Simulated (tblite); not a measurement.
Species: C2H10N2Si.
Cartesian coordinates in Å at the GFN2-xTB level; atoms count from 1:
```xyz
15
C2H10N2Si angstrom
C     -1.9230    0.3864   -0.6826
C     -0.5087   -0.0670   -1.0244
Si     0.5321   -0.4462    0.5285
N      0.8315    0.8533    1.6269
N      2.1120   -0.8411   -0.0464
H     -2.4445   -0.3818   -0.1157
H     -2.5010    0.5929   -1.5829
H     -1.9003    1.2918   -0.0791
H     -0.5715   -0.9509   -1.6606
H     -0.0231    0.7059   -1.6230
H     -0.1660   -1.4535    1.3447
H      0.0397    1.2997    2.0591
H      1.5038    1.5508    1.3501
H      2.1910   -1.5401   -0.7663
H      2.8236   -0.9922    0.6497
```

Computed with GFN2-xTB (tblite): harmonic, unscaled wavenumbers at the GFN2-xTB geometry, gas phase. The method is semi-empirical: single wavenumbers can be off by several per cent or more. Modes of hydrogen on silicon can be 10 to 20 % off. One conformer, not necessarily the lowest.

Harmonic wavenumbers (cm⁻¹): 46.7, 137.0, 173.1, 202.8, 210.2, 240.3, 273.2, 304.7, 546.9, 575.0, 652.3, 663.5, 687.6, 745.1, 807.5, 815.5, 896.8, 924.7, 980.4, 1022.3, 1081.5, 1246.7, 1298.3, 1419.9, 1493.9, 1515.9, 1518.5, 1521.8, 1528.9, 2163.2, 2969.1, 2985.3, 3003.7, 3019.2, 3029.7, 3476.0, 3482.8, 3514.8, 3518.3.

A = 5759, B = 2587, C = 1987 MHz; mass 90.061 u (most abundant isotopes); point group C1, symmetry number 1.

Question: What is the zero-point energy?

Answer: Half the sum of the wavenumbers: 27347 cm⁻¹ = 78.19 kcal/mol.

Question: Entropy at 298.15 K, 1 bar (ideal gas, RRHO, classical rotation)?

Answer: Translation 39.43, rotation 26.79, vibration 22.51: S = 88.7 cal/(mol K).

Question: And Cp and H(298.15 K) − H(0)?

Answer: Cp = 32.27 cal/(mol K), of which vibrations give 24.32 (their classical limit is 39 R = 77.5); H(298.15 K) − H(0) = 6.03 kcal/mol without the zero-point energy, 3.66 from vibrations.

Question: Which modes carry the vibrational entropy at 298.15 K?

Answer: 46.7 cm⁻¹: 4.95; 137.0 cm⁻¹: 2.85; 173.1 cm⁻¹: 2.40; 202.8 cm⁻¹: 2.11; 210.2 cm⁻¹: 2.04; 240.3 cm⁻¹: 1.80 cal/(mol K); the other 33 give 6.36 together.

Question: Blend soft modes into free rotors: weight 1/[1 + (100 cm⁻¹/ν̃)⁴] for the oscillator and the rest for a rotor with moment μB/(μ + B), μ = h/(8π²ν), B = 10⁻⁴⁴ kg m². What vibrational entropy results?

Answer: 21.18 cal/(mol K) in place of 22.51, which changes −T·S at 298.15 K by +0.40 kcal/mol.

Hindered rotation and anharmonicity are outside this model. Other conformers, if any are populated, would add a mixing term that is left out. The structure is chiral; the term R ln 2 for an equal mix with its mirror image is left out.
